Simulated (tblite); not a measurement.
A geometry optimisation, step by step.

C5H13GeNSe.
Numbering: `[CH3:1][Se:2]/[C:3]([GeH3:4])=[CH:5]\[N:6]([CH3:7])[CH3:8]` (hydrogens: H9, H10, H11 on C1; H12, H13, H14 on Ge4; H15 on C5; H16, H17, H18 on C7; H19, H20, H21 on C8)

Computed with GFN2-xTB (tblite), gas phase: L-BFGS steps from a force-field or distance-geometry start until the largest atomic force falls under 0.01 eV/Å. 3 of its 261 geometries are shown.

Step 0: E = -687.5806 eV, largest atomic force 1.765 eV/Å
```
atom  x, y, z in Å  |  force x, y, z in eV/Å
C1      2.203   -1.964   -0.083    0.635   0.674   1.321
Se2     1.218   -0.795   -1.324   -0.227  -0.705  -0.643
C3      0.717    0.774   -0.356    0.153   0.245   0.800
Ge4     1.969    2.239   -0.178    0.533   0.760  -0.409
C5     -0.474    0.950    0.199   -1.061  -1.410  -0.042
N6     -1.526   -0.011    0.148    0.435  -0.604   0.059
C7     -2.541    0.157   -0.876    0.225   0.684   0.731
C8     -1.613   -1.120    1.064   -1.100  -0.118   0.739
H9      3.182   -1.460    0.130   -0.680  -0.457  -0.162
H10     1.650   -2.027    0.896    0.403  -0.136  -1.000
H11     2.406   -2.956   -0.514   -0.394   0.568   0.055
H12     2.708    2.315   -1.536   -0.037  -0.017   0.711
H13     2.898    2.025    1.035   -0.210   0.169  -0.547
H14     1.224    3.599   -0.040    0.327  -0.651   0.093
H15    -0.683    1.887    0.717   -0.121   0.148  -0.098
H16    -2.000    0.560   -1.739   -0.454  -0.368  -0.316
H17    -3.208    0.967   -0.505   -0.353  -0.472  -0.485
H18    -3.088   -0.795   -1.078    0.565   0.973   0.099
H19    -1.829   -0.802    2.125    0.294   0.078  -0.611
H20    -2.493   -1.774    0.817    0.877   0.624  -0.128
H21    -0.728   -1.751    1.098    0.191   0.016  -0.168
```

Step 130: E = -688.6512 eV, largest atomic force 0.128 eV/Å
```
atom  x, y, z in Å  |  force x, y, z in eV/Å
C1      3.120   -1.427    0.240    0.048  -0.011  -0.042
Se2     1.262   -1.637   -0.324    0.016   0.042   0.060
C3      0.655    0.192   -0.201   -0.058   0.036  -0.015
Ge4     1.990    1.609   -0.206   -0.023  -0.049  -0.010
C5     -0.633    0.592   -0.220    0.068   0.048  -0.037
N6     -1.823   -0.084   -0.273    0.023  -0.054  -0.007
C7     -3.009    0.734   -0.349   -0.008   0.025  -0.010
C8     -2.014   -1.325    0.434    0.000  -0.062   0.013
H9      3.660   -0.773   -0.446   -0.091  -0.062   0.066
H10     3.152   -1.037    1.255   -0.020   0.015  -0.018
H11     3.561   -2.422    0.216   -0.030   0.010   0.004
H12     3.047    1.453   -1.260   -0.029   0.043   0.026
H13     2.699    1.693    1.115    0.047   0.037  -0.031
H14     1.283    2.911   -0.428    0.019  -0.017   0.010
H15    -0.775    1.673   -0.255    0.046  -0.041  -0.010
H16    -2.872    1.512   -1.099   -0.008   0.007   0.022
H17    -3.251    1.206    0.612   -0.047   0.004   0.016
H18    -3.849    0.110   -0.654   -0.015   0.017   0.008
H19    -2.112   -1.161    1.518    0.030  -0.053  -0.089
H20    -2.925   -1.804    0.069    0.090   0.014   0.029
H21    -1.172   -1.998    0.256   -0.057   0.052   0.014
```

Step 260: E = -688.7509 eV, largest atomic force 0.010 eV/Å
```
atom  x, y, z in Å  |  force x, y, z in eV/Å
C1      2.899   -1.356    0.748   -0.004  -0.007   0.005
Se2     1.285   -1.602   -0.319    0.003   0.000  -0.003
C3      0.675    0.230   -0.314    0.003  -0.004   0.001
Ge4     2.041    1.569   -0.680   -0.004   0.005  -0.001
C5     -0.601    0.660   -0.226    0.002   0.006   0.000
N6     -1.788    0.018   -0.124    0.003   0.004   0.002
C7     -2.994    0.759    0.142   -0.001  -0.004  -0.002
C8     -1.895   -1.411   -0.028    0.003   0.002   0.001
H9      3.616   -0.745    0.204    0.002   0.002  -0.005
H10     2.632   -0.886    1.692    0.000   0.000   0.000
H11     3.314   -2.345    0.927    0.001  -0.002   0.003
H12     2.940    1.170   -1.807    0.002  -0.005  -0.002
H13     2.936    1.857    0.492   -0.004   0.003   0.001
H14     1.373    2.864   -1.032    0.000  -0.004   0.001
H15    -0.720    1.740   -0.264   -0.003   0.003  -0.001
H16    -2.814    1.827    0.032    0.002   0.000  -0.004
H17    -3.358    0.572    1.158    0.003   0.000   0.007
H18    -3.776    0.465   -0.564   -0.009   0.000   0.004
H19    -1.560   -1.784    0.946   -0.002  -0.001  -0.001
H20    -2.933   -1.703   -0.178    0.000  -0.001  -0.007
H21    -1.283   -1.884   -0.804    0.003   0.002   0.000
```

Q: Summarise the path.

A: The energy falls by 112.92 kJ/mol from step 0 to step 260; nine tenths of that is first reached at step 123. It rises by more than 0.2 meV at steps 198, 200, 202 and 205. The largest force goes from 1.765 to 0.010 eV/Å. Among the bonds C5–N6 changes most, from 1.425 to 1.354 Å; the atoms move by 1.320 Å rms after alignment.

What follows is the cost of the whole relaxation. The run took 2.1 s of wall time on one thread, Arm Neoverse V2 (aarch64), shared host with 32 logical CPUs at a one-minute load of 38.
